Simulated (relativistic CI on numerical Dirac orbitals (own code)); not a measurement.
V3+: 3p photoemission

Computed with this model: Dirac-Coulomb-Breit CI, orbitals from a KLI potential per configuration, QED by a radiative potential, valence Slater integrals scaled by 0.8, multiplet model of photoemission in the sudden approximation; configurations [Ar] 3d2 → [Ne] 3s2 3p5 3d2; 300 K; Lorentzian 0.56 eV and Gaussian 0.6 eV FWHM. Energies are those of the free ion, without screening or charge transfer. The energies are binding energies and can lie tens of eV above those of solids. S is read from ⟨S²⟩ = S(S + 1).

Field parameters in Wybourne normalisation: D4h B²₀ = −7Ds, B⁴₀ = 21(Dq − Dt), B⁴₄ = 21√(5/14) Dq. The field is a parameter set, without covalency.

Peaks in eV (height, largest 100): 82.3 (42), 84.3 (100), 85.2 (85), 87.1 (42), 95.8 (17), 101.0 (18).

(1) Which surroundings give this spectrum?
A. free ion
B. D4h, 10Dq = 17700, Ds = 3000, Dt = 200 cm⁻¹
C. D4h, 10Dq = 17700, Ds = -1500, Dt = 200 cm⁻¹

## Answers

(1) A. free ion, where the ground state has S = 1.00.
